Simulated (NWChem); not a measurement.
System: C$_{2}$H$_{4}$ClIn; SMILES [CH]([InH][Cl])=C

Computed with NWChem. Geometry: optimised at PBE0/def2-SVP. No frequency run checked for a minimum. def2 effective core potentials on In; no spin-orbit coupling. One conformer.

Diagonal of the polarisability tensor at PBE/def2-SVPD, static: 92.10, 90.42, 53.70 bohr³.

### Question
Find the mean polarisability volume, the molar refraction, and the refractive index that an ideal gas of it would have at 273.15 K and 1 atm.

### Answer

1. Mean: one third of the trace = 78.74 bohr³ × 0.14818 Å³/bohr³ = 11.67 Å³.
2. Molar refraction (Lorentz-Lorenz): (4π/3) N_A α = 29.4 cm³/mol.
3. Number density p/kT = 2.687 × 10⁻⁵ Å⁻³; n − 1 = 2π N α = 19.70 × 10⁻⁴.
4. These hold the electronic response alone: vibrational and orientational terms add to the static dielectric constant.
